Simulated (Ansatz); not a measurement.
## Worked example: the barrier

An elementary step of SiNH$_{9}$O$_{2}$, singlet (SiH₄O ([OH][SiH3]) + H₂O + NH₃ → SiNH₅ ([NH2][SiH3]) + H₂O + H₂O; bonds formed: O2–H8, H6–O9; dative contacts that become bonds: Si1–N7; bonds broken: Si1–O2, H6–N7, H8–O9). “Start” is the structure reached by relaxing down from the saddle towards the reactants; PBE0-D4/def2-TZVP structures. The saddle:

Si1  (-0.854, 0.013, -1.010)
O2  (-0.716, -1.102, 0.633)
H3  (-0.311, -1.185, -1.698)
H4  (-0.925, 0.942, -2.221)
H5  (-2.275, 0.183, -0.583)
H6  (1.139, 0.350, 0.578)
N7  (0.464, 1.048, -0.202)
H8  (0.319, -0.968, 1.153)
O9  (1.428, -0.496, 1.452)
H10  (-1.452, -1.003, 1.241)
H11  (0.038, 1.776, 0.365)
H12  (1.000, 1.528, -0.918)
H13  (2.146, -1.085, 1.210)
(Å)

Ansatz 0.2.0; basis: def2-TZVPP and def2-QZVPP; cores frozen in the correlated methods.

Energies in eV:

| quantity | saddle | start |
| --- | --- | --- |
| Hartree–Fock, triple zeta (X = 3) | -13562.81452 | -13564.67896 |
| Hartree–Fock, quadruple zeta (X = 4) | -13563.33478 | -13565.21081 |
| MP2 correlation, X = 3 | -24.95888 | -24.28965 |
| MP2 correlation, X = 4 | -26.82321 | -26.14685 |
| CCSD(T) correlation, X = 3 | -26.76499 | -26.17671 |

**Question.** Work out the barrier at the basis limit: extrapolate Hartree–Fock as E(X) = E∞ + A exp(−7.88 √X) and the MP2 correlation as E(X) = E∞ + B X^−2.97 (the exponents that Neese and Valeev fitted for def2-TZVPP and QZVPP), then add CCSD(T) − MP2 in triple zeta.

**Answer.** Each step is linear, so take the differences first (saddle − start): Hartree–Fock 1.86444 (X = 3) and 1.87603 (X = 4); MP2 correlation -0.66923 and -0.67636; CCSD(T) correlation -0.58828.
Two points give E∞ = E(4) + w [E(4) − E(3)], with w = 1/(exp(7.88 (2 − √3)) − 1) = 0.1377 for Hartree–Fock and w = 1/((4/3)^2.97 − 1) = 0.7407 for the correlation.
Hartree–Fock: 1.87603 + 0.1377 × 0.01159 = 1.8776 eV.
MP2 correlation: -0.67636 + 0.7407 × (-0.00713) = -0.6816 eV.
CCSD(T) − MP2: -0.58828 − (-0.66923) = 0.0809 eV.
Sum: 1.8776 + (-0.6816) + 0.0809 = 1.2769 eV, or 29.45 kcal/mol. Plain CCSD(T) in triple zeta gives 1.2762 eV, so the larger basis shifts the result by 0.0007 eV.

T1 diagnostic: at most 0.011.

Labels in which every atom is bracketed show which atoms are joined, not bond orders.

For scale, one of the runs: CCSD(T)/def2-TZVPP, 261 basis functions, launched by `ansatz run in.yaml --threads 8 --pin off --events-out ev --progress --plain --max-ram 19148MiB`. Time: 80 s of wall clock on 8 CPU threads of an Arm Neoverse V2; the host was shared. Peak host memory: 6.4 GiB.
